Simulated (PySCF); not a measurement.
## ZnN under electron impact: the energy ladder

PBE0 in PySCF with def2-TZVPPD on every atom, for the lowest determinant that a PBE0 search found; no spin–orbit coupling.

| species | state (unpaired electrons) | Re (Å) | ωe (cm⁻¹) | energy of the minimum from the neutral (eV) | De (eV) | dissociates to |
| --- | --- | --- | --- | --- | --- | --- |
| ZnN | quartet (σ ↑, π ↑↑) | 2.035 | 360 | 0.00 | 0.39 | Zn + N |
| ZnN⁺ | triplet (π ↑↑) | 1.956 | 459 | 8.36 | 1.12 | Zn⁺ + N |

Q: Work out the lowest energy to break ZnN into atoms, from its vibrational ground state.

A: D0 = De − ωe/2 = 0.39 − 0.02 = 0.37 eV (PBE0/def2-TZVPPD).

Q: Work out the ionisation energy of the Zn atom at this level and the threshold of dissociative ionisation.

A: IE(Zn) = 8.36 + 1.12 − 0.39 = 9.09 eV, so Zn⁺ + N + e⁻ appears at D0 + IE(Zn) = 9.46 eV (PBE0/def2-TZVPPD). The measured IE(Zn) is 9.394 eV (NIST ASD).

These are thermodynamic thresholds; the onsets seen under electron impact lie higher where the geometry changes, and cross-sections peak well above them.

Weak bonds: ZnN. Basis-set superposition, not corrected here, can be much of De in a small basis, most of all at correlated wavefunction levels. Functionals without a dispersion term scatter widely for such bonds, and LDA overbinds them. For an ion De counts to the pair picked by the measured ionisation energies or electron affinities, which need not be the lowest pair at this level. States were picked by a PBE0 search and need not be the measured ground states.
